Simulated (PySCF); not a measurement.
Ge(H)3(SMe) (CH6GeS), SMILES [S](C)[GeH3]. Coordinates come from a PBE-D3(BJ)/def2-SVP optimisation.

Computed equilibrium geometry at PBE-D3(BJ)/def2-SVP (PySCF confirms it by a frequency run) as Cartesian coordinates in Å, and its point group:
point group Cs.
```xyz
9

Ge     0.1015    -0.9939     0.0000
S     -0.7614     1.0716     0.0000
C      0.7964     2.0420     0.0000
H     -1.1075    -1.9598     0.0000
H      0.9790    -1.2135    -1.2645
H      0.9790    -1.2135     1.2645
H      1.4027     1.8432     0.9059
H      0.5015     3.1088     0.0000
H      1.4027     1.8432    -0.9059
```
